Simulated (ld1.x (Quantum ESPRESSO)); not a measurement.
# Building the ultrasoft potential for iridium (Wu–Cohen, scalar-relativistic).

iridium, ultrasoft, made with ld1.x (Quantum ESPRESSO) 7.5 (Wu–Cohen, scalar-relativistic). Core [Xe] 4f14, reference 5d7 6s1.75 6p0.25. Waves: 6s (bound): rcut 2.35, rcutus 2.60 bohr; 6s channel at 0.55 Ry: rcut 2.35, rcutus 2.60 bohr; 6p (bound): rcut 3.65, rcutus 3.90 bohr; 6p channel at 1.3 Ry: rcut 3.65, rcutus 3.90 bohr; 5d (bound): rcut 1.15, rcutus 1.40 bohr; 5d channel at 0.05 Ry: rcut 1.15, rcutus 1.40 bohr. Local part: all-electron potential smoothed inside 3.25 bohr (lloc = -1). Core correction: Bessel-smoothed model core, default radius (core density twice the valence density). Augmentation charge: PSQ, inside the norm-conserving radii.

Poles of the logarithmic derivatives, all-electron (AE) and pseudo (PS). s: poles at -0.3, 2.4 (AE) and -0.3, 2.4 (PS) Ry. p: poles at 0.4, 3.3 (AE) and 0.4, 3.0 (PS) Ry. d: poles at -0.5, 1.6, 5.0 (AE) and -0.5, 1.6 (PS) Ry. Test radius 4.26 bohr.

- Cutoffs needed: 50 Ry and 90 Ry (the cutoffs (Ry, on a coarse ladder) from which the occupation-weighted sum of valence levels, in a spherical-Bessel basis at the reference potential, stays within 10 and 1 mRy of its value at 400 Ry)
- Ghost test: no extra level below or beside the all-electron valence levels (s, p, d, f tested) (spherical-Bessel basis up to 400 Ry, 20 bohr box)
- Largest excitation error: -60 meV (all-electron minus pseudo) for 5d6 6s2 6p1, out of 7 test configurations
- Lowest eigenvalue of the overlap operator: 0.34 (s channel)
- Density cutoff estimated by the generator: 303 Ry
